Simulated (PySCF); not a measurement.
Cartesian coordinates in Å; atom numbers follow the order of the lines, from 1:
```xyz
14

F    -0.487    0.471    1.998
C    -0.217    1.149    0.890
F     0.879    1.871    1.102
F    -1.219    1.993    0.661
C    -0.026    0.215   -0.311
C    -1.143   -0.831   -0.411
F    -1.194   -1.327   -1.643
F    -2.326   -0.281   -0.147
F    -0.954   -1.834    0.437
C     1.368   -0.423   -0.332
F     1.691   -0.932    0.851
F     1.422   -1.399   -1.233
F     2.282    0.482   -0.663
H    -0.100    0.840   -1.212
```

Geometry: PBE0-D3(BJ)/def2-SVP; GIAO absolute shieldings from PySCF, gas phase, non-relativistic, averaged over equivalent atoms.

At PBE0/pcSseg-1 (226 basis functions, 39 s wall time on 1 thread of an Arm Neoverse V1, shared host):
| atoms | σ (ppm) |
| --- | --- |
| F1/F3/F4/F7/F8/F9/F11/F12/F13 | 251.2 |
| C2/C6/C10 | 58.3 |
| C5 | 128.4 |
| H14 | 28.28 |

Q: Predict the values at PBE/pcSseg-2 on the same geometry.

A: 
```json
{"atoms": "F1/F3/F4/F7/F8/F9/F11/F12/F13", "σ at PBE/pcSseg-2": "232.2", "change": "-19.0"}
{"atoms": "C2/C6/C10", "σ at PBE/pcSseg-2": "43.7", "change": "-14.6"}
{"atoms": "C5", "σ at PBE/pcSseg-2": "120.4", "change": "-8.0"}
{"atoms": "H14", "σ at PBE/pcSseg-2": "27.83", "change": "-0.45"}
```

The largest change is at F1/F3/F4/F7/F8/F9/F11/F12/F13 (fluorine of a CF3 group). Cost: 482 basis functions, 3.1 min wall time on 1 thread of an Arm Neoverse V1, shared host.
